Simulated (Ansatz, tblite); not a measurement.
Isomers of Al2SiO5 (singlet), found by a short tight-binding search and relaxed with PBE-D4/def2-SVP in Ansatz.

The xTB rows come from tblite.

Run but left out: HF/def2-SVP, MP2/def2-SVP, CCSD/def2-SVP, CCSD(T)/def2-SVP (flagged by the program: large difference).

Other spin states weren't relaxed.

A:

```xyz
8

Al    1.053   -1.115    0.679
Al   -1.243    0.603    0.541
Si    0.906    0.039   -1.295
O     0.686   -1.621   -1.032
O    -0.461    0.925   -1.119
O     2.025    0.248   -0.038
O    -0.328   -0.572    1.518
O    -2.637    1.493    0.747
```

B:

```xyz
8

Al    1.586   -0.892   -0.709
Al   -0.640   -1.043    0.649
Si   -1.157    1.363    0.333
O    -1.914    0.056    1.120
O     0.580   -2.117    0.204
O     0.152    0.421   -0.200
O    -1.543    2.840    0.180
O     2.935   -0.628   -1.577
```

C:

Cartesian coordinates in Å:
```
Al -0.054 -0.140 0.003
Al 1.169 3.012 -0.099
Si -0.926 -2.385 0.079
O 0.510 -1.725 -0.538
O -1.526 -0.894 0.624
O -1.483 -3.818 0.127
O 1.755 4.521 -0.145
O 0.556 1.429 -0.050
```

Q: Estimate their order by electronic energy at PBE0-D4/def2-TZVP, counted from the lowest.

A: C (0.0) < B (13.1) < A (41.1), in kcal/mol.

Q: Do the other levels pick the same lowest one?

A: All that were run do. Energies above each level's lowest (kcal/mol):

| level | A | B | C |
| --- | --- | --- | --- |
| GFN1-xTB | 40.2 | 4.5 | 0.0 |
| GFN2-xTB | 47.9 | 15.0 | 0.0 |
| PBE-D4/def2-TZVP | 29.2 | 11.2 | 0.0 |
| r2SCAN-D4/def2-TZVP | 32.8 | 12.1 | 0.0 |
| r2SCANh-D4/def2-TZVP | 37.1 | 12.7 | 0.0 |
| PBE0-D4/def2-TZVP | 41.1 | 13.1 | 0.0 |
| BHLYP-D4/def2-TZVP | 53.7 | 16.0 | 0.0 |
Point groups (tolerance 0.1 Å): A Cs, B Cs, C C2v. Lower isomers may exist.
